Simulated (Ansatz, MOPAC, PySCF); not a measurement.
The molecule Mg₂, closed-shell singlet (the spin of the measured ground state).

Seven points along R, fitted to fifth degree in 1/R; most abundant isotopes. Runs in def2 and cc sets follow the lowest solution found near the PBE0 minimum. The singlet is held restricted.

Programs: Ansatz (an electronic-structure program); MOPAC for PM7 (differences of heats of formation); PySCF for 6-31G* rows. Values without a source in brackets are computed.

```csv
level,r_e (Å),ω_e (cm⁻¹),B_e (cm⁻¹),ω_e x_e (cm⁻¹),D_e (eV)
PM7,3.739,98,0.101,4.9,-
PBE/def2-TZVPP,3.514,100,0.114,1.9,0.14
BP86/6-31G*,3.563,92,0.111,2.3,-
r2SCAN/def2-TZVPP,3.520,101,0.113,1.8,0.12
B97M-V/def2-TZVPP,3.678,55,0.104,10,0.04
PBE0/def2-TZVPP,3.601,89,0.108,1.9,0.11
```

D_e counts from each atom's lowest state at the same level, without counterpoise or zero-point energy.

Rows in 6-31G* carry no dispersion term and start afresh at each structure (6-31G* with six Cartesian d functions). The state reached by PM7 isn't checked; PM7 holds dispersion and hydrogen-bond terms.

Measured for the ground state: r_e 3.8905 Å [Huber and Herzberg (1979), NIST Chemistry WebBook]. ω_e 51.121 cm-1, ω_e x_e 1.645 cm-1, B_e 0.09287 cm-1, α_e 0.003776 cm-1 [Irikura, J. Phys. Chem. Ref. Data 36, 389 (2007)].
